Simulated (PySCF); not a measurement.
## Dipole response of Pt³⁺ (platinum, charge +3)

[Xe] 4f14 5d7, high-spin 4F determinant. Computed with PySCF 2.14 in x2c-TZVPPall with one added diffuse shell each of s, p, d, f type (12s8p8d4f1g, 113 functions), with scalar relativity by spin-free X2C-1e. Coupled (time-dependent) response in atomic units; α is the mean over directions.

| method | mean α (bohr³) | C₆ (like pair) | S(−4) |
| --- | --- | --- | --- |
| UHF | 5.931 | 33.56 | 5.974 |

S(−4) is the Cauchy moment in α(ω) = α(0) + S(−4) ω² + …

Spin-orbit coupling is absent.

α(iu) at UHF:

```json
{"u (hartree)": "0", "α(iu) (bohr³)": "5.931"}
{"u (hartree)": "0.0500", "α(iu) (bohr³)": "5.916"}
{"u (hartree)": "0.100", "α(iu) (bohr³)": "5.872"}
{"u (hartree)": "0.200", "α(iu) (bohr³)": "5.707"}
{"u (hartree)": "0.300", "α(iu) (bohr³)": "5.465"}
{"u (hartree)": "0.500", "α(iu) (bohr³)": "4.872"}
{"u (hartree)": "0.750", "α(iu) (bohr³)": "4.131"}
{"u (hartree)": "1.00", "α(iu) (bohr³)": "3.494"}
{"u (hartree)": "1.50", "α(iu) (bohr³)": "2.540"}
{"u (hartree)": "2.00", "α(iu) (bohr³)": "1.901"}
{"u (hartree)": "3.00", "α(iu) (bohr³)": "1.155"}
{"u (hartree)": "5.00", "α(iu) (bohr³)": "0.5431"}
```

For an ion, C₆ is the dispersion term alone; charge-induced terms of lower order in 1/R come first.

Spin-orbit coupling, absent here, splits the open shell strongly.
